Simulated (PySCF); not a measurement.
## Er(3+): ionisation energy

Er(3+) [Xe] 4f11 [4f5/2^6 4f7/2^5, M_J = 15/2] → Er(4+) [Xe] 4f10 [4f5/2^6 4f7/2^4, M_J = 8], as a difference of total energies. All numbers are calculated (PySCF 2.14, the two-component X2C-1e Hamiltonian, in x2c-SVPall-2c (7s10p9d3f1g, 112 functions)). Correlated levels: [Ar] 3d10 frozen; the 16 highest virtual spinors dropped. "Screened" scales the spin-orbit matrix elements by Boettger's factors to mimic the two-electron term; Breit and QED terms are absent.

| method | ionisation energy (eV) |
| --- | --- |
| GHF (spin-free) | 39.131 |
| GMP2 (spin-free) | 42.400 |
| GHF (screened spin-orbit) | 38.867 |
| GMP2 (screened spin-orbit) | 42.139 |

Question: How much does correlation contribute at GMP2 (screened spin-orbit)?

Answer: 42.139 − (38.867) = 3.272 eV, measured against GHF (screened spin-orbit).

The spin-free rows relax to the high-spin LS determinant and lack the spin-orbit shift.

Errors of the correlated levels include the incompleteness of this basis and the frozen core.

The labels give the starting determinants; with spin-orbit coupling the two ends relaxed to ⟨J²⟩ = 63.76, ⟨L²⟩ = 42.43, ⟨S²⟩ = 3.77 and ⟨J²⟩ = 72.00, ⟨L²⟩ = 42.98, ⟨S²⟩ = 5.84.

For comparison: 42.42 ± 0.04 eV (semi-empirical (NIST evaluation); NIST Atomic Spectra Database, ionization energies).
